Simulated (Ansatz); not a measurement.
# Which isomer of CH6Si2Te gives these data?

These gas-phase data were calculated for one isomer of CH6Si2Te at r2SCAN-D4/def2-SVP (harmonic, unscaled wavenumbers; equilibrium rotational constants with average atomic masses):

```
rotational constants            : 3.467, 1.784, 1.228 GHz
all wavenumbers above 1500 cm⁻¹ : 3136, 3061, 2217, 2216, 2210, 2206
```

Candidates:

(1) `C[Si]([SiH3])=[Te]`, a singlet
(2) `C[Si@@H]1[SiH2][Te]1`, a singlet
(3) `C1[SiH2][Te][SiH2]1`, a singlet

Question: Assign the data to one candidate and say why.

Answer: Candidate (3). 4 modes lie between 2000 and 2380 cm⁻¹, one for each Si–H bond, while (1) has 3, (2) has 3.

The same quantities for all candidates:

```
     rotational constants (GHz)         wavenumbers above 1500 cm⁻¹  E above the lowest, r2SCAN-D4/def2-SVP (kcal/mol)
(1)        3.736, 0.987, 0.7919  3162, 3121, 3023, 2249, 2203, 2195                                               17.5
(2)         3.222, 1.552, 1.155  3159, 3141, 3036, 2232, 2218, 2214                                                5.7
(3)         3.467, 1.784, 1.228  3136, 3061, 2217, 2216, 2210, 2206                                                0.0
```

Harmonic stretches to hydrogen usually lie a few per cent above observed fundamentals. Atoms past krypton carry core potentials. Programs: Ansatz 0.2.0.
